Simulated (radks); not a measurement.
Task: The table gives one normalised radial function P(r) = r R(r) of Pt62.5+ in [Ne] 3s2 3p(up 3, down 0.5) (r in bohr). Method: scalar-relativistic Kohn-Sham, PBE, spin-polarised, spherical densities, finite nucleus; Fermi nuclear charge, rms radius 5.427 fm; computed with a radial shooting solver on a logarithmic mesh with Libxc functionals.

| r | P |
|---|---|
| 0.001362 | 0.0367 |
| 0.001875 | 0.0622 |
| 0.002603 | 0.1068 |
| 0.003585 | 0.1801 |
| 0.004936 | 0.3013 |
| 0.006853 | 0.5036 |
| 0.009437 | 0.8133 |
| 0.013 | 1.2721 |
| 0.01804 | 1.9173 |
| 0.02484 | 2.6759 |
| 0.03421 | 3.4062 |
| 0.0475 | 3.8217 |
| 0.06541 | 3.5799 |
| 0.09007 | 2.6361 |
| 0.125 | 1.3676 |
| 0.1722 | 0.4561 |
| 0.2371 | 0.0816 |
| 0.3292 | 0.0057 |
| 0.4533 | 0.0001 |

Which n and l does it have? It may be an empty orbital.

Result: n = 2, l = 1: the number of nodes gives n - l - 1 = 0, the rise at small r (about r^(l+1), flatter next to the nucleus through relativity) gives l, and the extent must fit the shell. The curve is that of 2p down; the table hardly tells the two spins apart. 2p down: eigenvalue -16880.1 eV, 0 radial nodes, <r> = 0.0644 bohr, 90 % of the charge inside 0.105 bohr.
